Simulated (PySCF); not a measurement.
```xyz
3
charge 0 multiplicity 1, angstrom
Sr    0.0000    0.0000   -0.2835
F     1.9199    0.0000    0.5844
F    -1.9199    0.0000    0.5844
```

Computed with PBE0 in PySCF with Sr x2c-TZVPall, F x2c-TZVPall; spin-free X2C, no spin–orbit coupling; density-fitted integrals.

This geometry of SrF2 is a stationary point at this level.

**Question.** What is the point group?

**Answer.** C2v.

**Question.** Is it a minimum?

**Answer.** Yes: all harmonic wavenumbers are real.

**Question.** List the harmonic modes with their infrared intensities.

**Answer.** 
```json
{"symmetry": "a1", "ω (cm⁻¹)": "82", "IR (km/mol)": "45.5", "type": "bend"}
{"symmetry": "b2", "ω (cm⁻¹)": "486", "IR (km/mol)": "234", "type": "stretch"}
{"symmetry": "a1", "ω (cm⁻¹)": "487", "IR (km/mol)": "41.6", "type": "stretch"}
```

**Question.** Give the atomic charges and bond orders.

**Answer.** 
| atom | Mulliken | Löwdin | polar tensor | Mayer order to Sr1 |
| --- | --- | --- | --- | --- |
| Sr1 | 1.37 | 1.09 | 1.82 | – |
| F2,3 | -0.68 | -0.54 | -0.91 | 0.56 |

**Question.** Give the ideal-gas entropy at 298.15 K and 1 bar by parts.

**Answer.** translation 169.2, rotation 96.9, vibration 21.8, spin 0.0; total 287.9 J/(mol K).

In C2v the vibrations span 2a1 + b2. Here b1 is antisymmetric to the molecular plane and b2 lies in it.

Only a few start shapes were tried, so a lower isomer may exist.
